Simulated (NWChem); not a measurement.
System: C$_{2}$H$_{6}$ClFSi; SMILES C[Si](C)(F)Cl

Input file for NWChem:

```
start job
memory heap 200 mb stack 900 mb global 1100 mb
geometry units angstroms noautoz
  C     -0.719697    -1.000192     1.574299
  Si     0.043429    -0.351761     0.000000
  C     -0.719697    -1.000192    -1.574299
  F      1.619752    -0.716245     0.000000
  Cl    -0.086975     1.727418     0.000000
  H     -0.222549    -0.575219     2.452500
  H     -1.784070    -0.746199     1.629206
  H     -0.626384    -2.091671     1.625032
  H     -0.222549    -0.575219    -2.452500
  H     -1.784070    -0.746199    -1.629206
  H     -0.626384    -2.091671    -1.625032
end
basis spherical
  C library def2-svp
  Si library def2-svp
  F library def2-svp
  Cl library def2-svp
  H library def2-svp
end
dft
  xc m06-2x
  grid xfine
  iterations 150
  mulliken
end
task dft gradient
```

Excerpt of the output:

```
             Northwest Computational Chemistry Package (NWChem) 7.3.0
             --------------------------------------------------------

 CS  symmetry detected

                             Geometry "geometry" -> ""
                             -------------------------

 Output coordinates in angstroms (scale by  1.889725989 to convert to a.u.)

  No.       Tag          Charge          X              Y              Z
 ---- ---------------- ---------- -------------- -------------- --------------
    1 C                    6.0000    -0.77693237     0.93880790     1.57429900
    2 Si                  14.0000     0.02547546     0.33967041     0.00000000
    3 C                    6.0000    -0.77693237     0.93880790    -1.57429900
    4 F                    9.0000     1.57574591     0.80260055     0.00000000
    5 Cl                  17.0000     0.02613310    -1.74359388     0.00000000
    6 H                    1.0000    -0.25403365     0.54595281     2.45250000
    7 H                    1.0000    -1.82321803     0.61835720     1.62920600
    8 H                    1.0000    -0.75247030     2.03399525     1.62503200
    9 H                    1.0000    -0.25403365     0.54595281    -2.45250000
   10 H                    1.0000    -1.82321803     0.61835720    -1.62920600
   11 H                    1.0000    -0.75247030     2.03399525    -1.62503200

 Effective nuclear repulsion energy (a.u.)     303.5531909627

      Symmetry information
      --------------------

 Group name             Cs
 Group number              2
 Group order               2
 No. of unique centers     7

                                 NWChem DFT Module
                                 -----------------

 Summary of "ao basis" -> "ao basis" (spherical)
 ------------------------------------------------------------------------------
       Tag                 Description            Shells   Functions and Types
 ---------------- ------------------------------  ------  ---------------------
 C                          def2-svp                 6       14   3s2p1d
 Si                         def2-svp                 8       18   4s3p1d
 F                          def2-svp                 6       14   3s2p1d
 Cl                         def2-svp                 8       18   4s3p1d
 H                          def2-svp                 3        5   2s1p

      Symmetry analysis of basis
      --------------------------

        a'         65
        a"         43

            General Information
            -------------------
          SCF calculation type: DFT
          Wavefunction type:  closed shell.
          No. of atoms     :    11
          No. of electrons :    58
           Alpha electrons :    29
            Beta electrons :    29
          Charge           :     0
          Spin multiplicity:     1
          Use of symmetry is: on ; symmetry adaption is: on
          Maximum number of iterations: 150
          AO basis - number of functions:   108
                     number of shells:    52
          Convergence on energy requested:  1.00D-06
          Convergence on density requested:  1.00D-05
          Convergence on gradient requested:  5.00D-04

              XC Information
              --------------
                       M06-2X Method XC Functional
                     Hartree-Fock (Exact) Exchange  0.540
                        M06-2X Exchange Functional  1.000
                      M06-2X Correlation Potential  1.000

             Grid Information
             ----------------
          Grid used for XC integration:  xfine
          Radial quadrature: Mura-Knowles
          Angular quadrature: Lebedev.
          Tag              B.-S. Rad. Rad. Pts. Rad. Cut. Ang. Pts.
          ---              ---------- --------- --------- ---------
          C                   0.70      100          11.0      1454
          Si                  1.10      125           9.0      1454
          F                   0.50      100          11.0      1454
          Cl                  1.00      125          11.0      1454
          H                   0.35      100          13.0      1202
          Grid pruning is: on
          Number of quadrature shells:   750
          Spatial weights used:  Erf1

      Superposition of Atomic Density Guess
      -------------------------------------

 Sum of atomic energies:        -925.59987001

      Non-variational initial energy
      ------------------------------

 Total energy =    -927.672286
 1-e energy   =   -1882.490200
 2-e energy   =     651.264724
 HOMO         =      -0.366806
 LUMO         =       0.080098

      Symmetry analysis of molecular orbitals - initial
      -------------------------------------------------

  Numbering of irreducible representations:

     1 a'          2 a"

  Orbital symmetries:

     1 a'          2 a'          3 a'          4 a'          5 a"
     6 a'          7 a'          8 a"          9 a'         10 a'
    11 a'         12 a"         13 a'         14 a'         15 a'
    16 a"         17 a'         18 a'         19 a'         20 a"
    21 a'         22 a'         23 a'         24 a"         25 a"
    26 a'         27 a"         28 a'         29 a"         30 a'
    31 a'         32 a'         33 a"         34 a'         35 a'
    36 a"         37 a"         38 a'         39 a"

     ---------------------------------------------
      Total Density - Mulliken Population Analysis
     ---------------------------------------------

    Atom       Charge   Shell Charges
 -----------   ------   -------------------------------------------------------
    1 C    6     6.59   1.99  0.96  0.27  2.13  1.23  0.01
    2 Si  14    12.66   2.00  1.99  0.90  0.10  5.93  0.87  0.58  0.30
    3 C    6     6.59   1.99  0.96  0.27  2.13  1.23  0.01
    4 F    9     9.57   1.99  1.15  0.78  3.52  2.13  0.00
    5 Cl  17    17.43   2.00  1.99  1.22  0.72  5.94  2.16  3.38  0.01
    6 H    1     0.86   0.65  0.18  0.03
    7 H    1     0.86   0.65  0.18  0.03
    8 H    1     0.86   0.65  0.18  0.03
    9 H    1     0.86   0.65  0.18  0.03
   10 H    1     0.86   0.65  0.18  0.03
   11 H    1     0.86   0.65  0.18  0.03

   convergence    iter        energy       DeltaE   RMS-Dens  Diis-err
 ---------------- ----- ----------------- --------- --------- ---------
 d= 0,ls=0.0,diis     1   -928.9572775026 -1.23D+03  9.98D-03  5.31D-01
 d= 0,ls=0.0,diis     2   -928.9803846876 -2.31D-02  4.17D-03  4.70D-01
 d= 0,ls=0.0,diis     3   -929.0213097123 -4.09D-02  6.69D-04  9.76D-03
 d= 0,ls=0.0,diis     4   -929.0220454771 -7.36D-04  2.65D-04  1.16D-03
 d= 0,ls=0.0,diis     5   -929.0221869168 -1.41D-04  4.01D-05  1.58D-05
  Resetting Diis
 d= 0,ls=0.0,diis     6   -929.0221893485 -2.43D-06  8.11D-06  5.09D-07
 d= 0,ls=0.0,diis     7   -929.0221894301 -8.16D-08  2.08D-06  2.70D-08

         Total DFT energy =     -929.022189430139
      One electron energy =    -1886.447220607345
           Coulomb energy =      726.590264360594
    Exchange-Corr. energy =      -72.718424146069
 Nuclear repulsion energy =      303.553190962682

 Numeric. integr. density =       58.000000195705

                  Occupations of the irreducible representations
                  ----------------------------------------------

                     irrep           alpha         beta
                     --------     --------     --------
                     a'               20.0         20.0
                     a"                9.0          9.0

                       DFT Final Molecular Orbital Analysis
                       ------------------------------------

 Vector   27  Occ=2.000000D+00  E=-4.065995D-01  Symmetry=a"
              MO Center= -2.0D-01, -3.5D-01,  2.6D-15, r^2= 3.9D+00
   Bfn.  Coefficient  Atom+Function         Bfn.  Coefficient  Atom+Function
  ----- ------------  ---------------      ----- ------------  ---------------
    73      0.417630   5 Cl pz               70      0.308717   5 Cl pz
     6     -0.224729   1 C  pz               38     -0.224729   3 C  pz
    24      0.200924   2 Si pz               67      0.178742   5 Cl pz
    52      0.167973   4 F  pz                9     -0.131471   1 C  pz
    41     -0.131471   3 C  pz               55     -0.130848   4 F  pz

 Vector   28  Occ=2.000000D+00  E=-3.832610D-01  Symmetry=a'
              MO Center=  1.9D-02, -1.5D+00, -6.6D-15, r^2= 1.9D+00
   Bfn.  Coefficient  Atom+Function         Bfn.  Coefficient  Atom+Function
  ----- ------------  ---------------      ----- ------------  ---------------
    71      0.614201   5 Cl px               68      0.452093   5 Cl px
    65      0.260692   5 Cl px               25      0.108410   2 Si px
    51     -0.084261   4 F  py               54      0.065365   4 F  py
     3      0.064675   1 C  s                35      0.064675   3 C  s
    72     -0.063502   5 Cl py                9     -0.062574   1 C  pz

 Vector   29  Occ=2.000000D+00  E=-3.623341D-01  Symmetry=a"
              MO Center= -2.7D-01, -4.1D-01,  6.9D-15, r^2= 3.9D+00
   Bfn.  Coefficient  Atom+Function         Bfn.  Coefficient  Atom+Function
  ----- ------------  ---------------      ----- ------------  ---------------
    73      0.469839   5 Cl pz               70      0.340692   5 Cl pz
     6      0.217217   1 C  pz               38      0.217217   3 C  pz
    67      0.196060   5 Cl pz               24     -0.192076   2 Si pz
     3     -0.182799   1 C  s                35      0.182799   3 C  s
     9      0.144495   1 C  pz               41      0.144495   3 C  pz

 Vector   30  Occ=0.000000D+00  E= 7.872860D-02  Symmetry=a'
              MO Center= -8.6D-01,  1.1D+00, -1.5D-13, r^2= 7.3D+00
   Bfn.  Coefficient  Atom+Function         Bfn.  Coefficient  Atom+Function
  ----- ------------  ---------------      ----- ------------  ---------------
     3      1.949583   1 C  s                35      1.949583   3 C  s
    18     -1.360445   2 Si s                85     -0.723749   7 H  s
   100     -0.723749  10 H  s                90     -0.691678   8 H  s
   105     -0.691678  11 H  s                80     -0.619594   6 H  s
    95     -0.619594   9 H  s                25      0.221484   2 Si px

 Vector   31  Occ=0.000000D+00  E= 9.541504D-02  Symmetry=a'
              MO Center= -3.4D-01,  4.1D-01, -1.1D-14, r^2= 3.8D+00
   Bfn.  Coefficient  Atom+Function         Bfn.  Coefficient  Atom+Function
  ----- ------------  ---------------      ----- ------------  ---------------
    25      0.910498   2 Si px               26      0.692640   2 Si py
    64      0.409396   5 Cl s                49     -0.406039   4 F  s
    72      0.364400   5 Cl py               85      0.316933   7 H  s
    90     -0.317300   8 H  s               100      0.316933  10 H  s
   105     -0.317300  11 H  s                18     -0.305234   2 Si s

 Vector   32  Occ=0.000000D+00  E= 1.055576D-01  Symmetry=a'
              MO Center=  6.3D-02,  7.5D-02,  7.1D-15, r^2= 4.2D+00
   Bfn.  Coefficient  Atom+Function         Bfn.  Coefficient  Atom+Function
  ----- ------------  ---------------      ----- ------------  ---------------
    25      0.680988   2 Si px               26     -0.661490   2 Si py
    80     -0.556916   6 H  s                95     -0.556916   9 H  s
    72     -0.477274   5 Cl py               17      0.411188   2 Si s
    64     -0.365818   5 Cl s                 3      0.319945   1 C  s
    35      0.319945   3 C  s                49     -0.288156   4 F  s

     ---------------------------------------------
      Total Density - Mulliken Population Analysis
     ---------------------------------------------

    Atom       Charge   Shell Charges
 -----------   ------   -------------------------------------------------------
    1 C    6     6.37   1.99  0.87  0.28  2.13  1.09  0.02
    2 Si  14    13.15   2.00  1.98  0.98  0.02  5.93  1.16  0.65  0.42
    3 C    6     6.37   1.99  0.87  0.28  2.13  1.09  0.02
    4 F    9     9.35   1.99  1.11  0.81  3.35  2.08  0.00
    5 Cl  17    17.30   2.00  1.99  1.23  0.73  5.94  2.14  3.26  0.02
    6 H    1     0.91   0.72  0.16  0.02
    7 H    1     0.91   0.73  0.16  0.02
    8 H    1     0.92   0.73  0.17  0.02
    9 H    1     0.91   0.72  0.16  0.02
   10 H    1     0.91   0.73  0.16  0.02
   11 H    1     0.92   0.73  0.17  0.02

     -------------------------------------------
      Total Density - Lowdin Population Analysis
     -------------------------------------------

    Atom       Charge   Shell Charges
 -----------   ------   -------------------------------------------------------
    1 C    6     6.28   1.97  0.58  0.34  1.91  1.44  0.04
    2 Si  14    13.43   2.00  1.93  0.62  0.28  5.82  1.21  0.91  0.67
    3 C    6     6.28   1.97  0.58  0.34  1.91  1.44  0.04
    4 F    9     9.21   1.98  1.01  0.77  3.22  2.24  0.01
    5 Cl  17    17.09   2.00  1.96  1.03  0.81  5.83  2.26  3.19  0.02
    6 H    1     0.95   0.62  0.26  0.07
    7 H    1     0.95   0.62  0.26  0.07
    8 H    1     0.95   0.62  0.26  0.07
    9 H    1     0.95   0.62  0.26  0.07
   10 H    1     0.95   0.62  0.26  0.07
   11 H    1     0.95   0.62  0.26  0.07

     Multipole analysis of the density
     ---------------------------------

     L   x y z        total         alpha         beta         nuclear
     -   - - -        -----         -----         ----         -------
     0   0 0 0      0.000000    -29.000000    -29.000000     58.000000

     1   1 0 0     -0.764797     -0.382399     -0.382399      0.000000
     1   0 1 0      0.655779      0.327890      0.327890      0.000000
     1   0 0 1      0.000000      0.000000      0.000000     -0.000000

     2   2 0 0    -34.091440    -84.040130    -84.040130    133.988821
     2   1 1 0     -1.286425      5.815277      5.815277    -12.916979
     2   1 0 1     -0.000000     -0.000000     -0.000000      0.000000
     2   0 2 0    -33.583924   -158.395844   -158.395844    283.207765
     2   0 1 1      0.000000      0.000000      0.000000      0.000000
     2   0 0 2    -30.985067   -108.984074   -108.984074    186.983081

            General Information
            -------------------
          SCF calculation type: DFT
          Wavefunction type:  closed shell.
          No. of atoms     :    11
          No. of electrons :    58
           Alpha electrons :    29
            Beta electrons :    29
          Charge           :     0
          Spin multiplicity:     1
          Use of symmetry is: on ; symmetry adaption is: on
          Maximum number of iterations: 150
          AO basis - number of functions:   108
                     number of shells:    52
          Convergence on energy requested:  1.00D-06
          Convergence on density requested:  1.00D-05
          Convergence on gradient requested:  5.00D-04

[...]

                         DFT ENERGY GRADIENTS

    atom               coordinates                        gradient
                 x          y          z           x          y          z
   1 C      -1.468189   1.774090   2.974994   -0.002928   0.000862   0.005324
   2 Si      0.048142   0.641884   0.000000    0.008258   0.003255   0.000000
   3 C      -1.468189   1.774090  -2.974994   -0.002928   0.000862  -0.005324
   4 F       2.977728   1.516695   0.000000   -0.001872  -0.000295   0.000000
   5 Cl      0.049384  -3.294915   0.000000   -0.000510  -0.005830   0.000000
   6 H      -0.480054   1.031701   4.634553   -0.001759   0.001555  -0.001539
   7 H      -3.445382   1.168526   3.078753    0.002111   0.001357   0.000689
   8 H      -1.421963   3.843694   3.070865   -0.000362  -0.002340   0.000452
   9 H      -0.480054   1.031701  -4.634553   -0.001759   0.001555   0.001539
  10 H      -3.445382   1.168526  -3.078753    0.002111   0.001357  -0.000689
  11 H      -1.421963   3.843694  -3.070865   -0.000362  -0.002340  -0.000452
```

Level: M06-2X/def2-SVP. All runs use the structure optimised with B3LYP/6-31G* (spherical d).
